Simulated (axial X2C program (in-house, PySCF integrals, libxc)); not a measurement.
# Ionising NaY

All values come from calculations with an in-house relativistic program for diatomic molecules, spin-free (one-electron X2C) or two-component (2c: spin–orbit coupling with atomic mean-field Coulomb and Gaunt terms, which also bring small scalar terms), in Dyall basis sets with cores contracted in-house; open shells are unrestricted.

Basis sets: Na dyall-cv3z, Y dyall-cv3z.

```
Hamiltonian  level       NaY state  Re (Å)  ωe (cm⁻¹)  De (eV)
  spin-free   PBE0  M_S = 1, Λ = 1   3.520      114.6     0.32
         2c   PBE0           Ω = 1   3.606      115.0      n/a
```

Adiabatic ionisation energy (minimum to minimum, no zero-point term) and constants of NaY⁺:

```csv
Hamiltonian,level,NaY⁺ state,IE (eV),Re (Å),ωe (cm⁻¹),De (eV),fragments
spin-free,PBE0,"M_S = 1/2, Λ = 0",4.54,3.517,134.3,1.09,Y + Na+
2c,PBE0,Ω = 1/2,4.56,3.516,134.3,n/a,Y + Na+
```

Add the zero-point terms to the ionisation energy at PBE0, 2c, and say whether the electron removed was bonding.

IE0 = IE + (ωe⁺ − ωe)/2 = 4.56 + (0.001) = 4.56 eV. Re changes by -0.090 Å, but the two determinants differ by more than one electron in one block, so no single orbital tells the change.

Each entry is the lowest single determinant of a limited PBE0 search at one distance. De goes to single-determinant-based atoms at the same level (for ions the charge split of lowest energy) and is withheld (n/a) where an atom does not fit its ground term or J level. Main or longest-lived isotopes. One determinant is a doubtful description, or other states lie close, for NaY, NaY⁺; these need not be ground states, and all values refer to the states named. With several unpaired electrons the Ω given is that of one determinant, not necessarily of the lowest component. The functionals have no current term, which raises determinants with orbital currents. Where the atoms have a lower orbital projection than the molecule, De at mean-field level may be about a tenth of an eV too small.
